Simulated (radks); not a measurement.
The numbers below are computed, except where a source is named.
All-electron atom: Sb33+ in [Ar]. Level of theory: Dirac Kohn-Sham, PBE, spin-unpolarised, spherical densities, finite nucleus; Fermi nuclear charge, rms radius 4.6802 fm (a radial shooting solver on a logarithmic mesh with Libxc functionals).

Radial electron density D(r) = 4 pi r^2 rho(r):

```
   r/bohr * D(r) (the largest magnitude, 80.4, reaches the edge; | marks zero)
0.0009808 |*
 0.001097 |*
 0.001217 | *
 0.001362 | *
 0.001523 | *
  0.00169 |  *
  0.00189 |  *
 0.002114 |   *
 0.002346 |    *
 0.002624 |     *
 0.002935 |      *
 0.003283 |       *
 0.003642 |         *
 0.004074 |           *
 0.004557 |             *
 0.005056 |               *
 0.005656 |                 *
 0.006326 |                    *
 0.007019 |                       *
 0.007851 |                          *
 0.008781 |                             *
 0.009744 |                                *
   0.0109 |                                   *
  0.01219 |                                      *
  0.01353 |                                        *
  0.01513 |                                          *
  0.01692 |                                            *
  0.01878 |                                             *
    0.021 |                                             *
  0.02349 |                                            *
  0.02607 |                                           *
  0.02916 |                                          *
  0.03261 |                                        *
  0.03648 |                                       *
  0.04047 |                                       *
  0.04527 |                                        *
  0.05063 |                                          *
  0.05618 |                                             *
  0.06284 |                                                 *
  0.07029 |                                                    *
  0.07799 |                                                      *
  0.08724 |                                                      *
  0.09758 |                                                   *
   0.1083 |                                              *
   0.1211 |                                       *
   0.1355 |                               *
   0.1503 |                         *
   0.1681 |                    *
    0.188 |                   *
   0.2086 |                    *
   0.2334 |                      *
    0.261 |                       *
   0.2896 |                       *
    0.324 |                    *
   0.3624 |               *
   0.4053 |         *
   0.4497 |     *
    0.503 |  *
   0.5626 |*
   0.6243 *
   0.6983 *
    0.781 *
   0.8667 *
   0.9694 *
```

D(r) has 3 maxima, at r = 0.0200, 0.0818, 0.265 bohr, and minima at 0.0392, 0.187 bohr, inside which lie 2.04, 10.40 electrons.
